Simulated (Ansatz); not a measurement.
Frontier orbitals of C5H5ClF2OZr, SMILES `[OH][Zr]1234([F])([Cl])[C@@H]5[C@H]1[C@H]2[C@@]3(F)[C@@H]54`.

```xyz
15

O    -0.138    0.138    2.489
Zr   -0.747    0.755    0.778
F    -2.643    0.485    0.731
Cl   -0.351    3.100    0.682
C     0.332    0.590   -1.467
C    -0.677   -0.388   -1.434
C    -0.310   -1.377   -0.486
C     0.948   -1.000    0.014
F     1.637   -1.683    0.921
C     1.348    0.219   -0.548
H     0.480   -0.453    2.918
H     0.335    1.484   -2.071
H    -1.595   -0.378   -2.001
H    -0.872   -2.255   -0.206
H     2.252    0.763   -0.321
```

Charge 0, multiplicity 1. Correlated methods include outer-core shells of Zr, which these sets cover unevenly. Zr: def2 effective core potential. The geometry is a stationary point of PBE0-D4/def2-TZVP. It is one conformer, not always the lowest. Basis def2-TZVPP, Ansatz.

| functional | HOMO (eV) | LUMO (eV) | gap (eV) |
| --- | --- | --- | --- |
| PBE | -6.57 | -2.03 | 4.54 |
| PBE0 | -7.71 | -1.17 | 6.54 |
| ωB97X-V | -9.89 | 0.97 | 10.86 |
| ωB97M-V | -9.80 | 0.84 | 10.64 |

What is the vertical ionisation energy at frozen-core CCSD(T)/def2-TZVPP? (Estimate.)

Computed: 9.60 eV (T1 of the cation 0.023).

From PBE to PBE0 the HOMO moves by −1.14 eV and the LUMO by +0.86 eV, and with ωB97M-V by −3.23 and +2.87 eV, so the gap grows from 4.54 to 10.64 eV with exact exchange. A positive LUMO is unbound and depends on the basis. −ε(HOMO) differs from that ionisation energy by −3.04 eV with PBE and +0.20 eV with ωB97M-V.
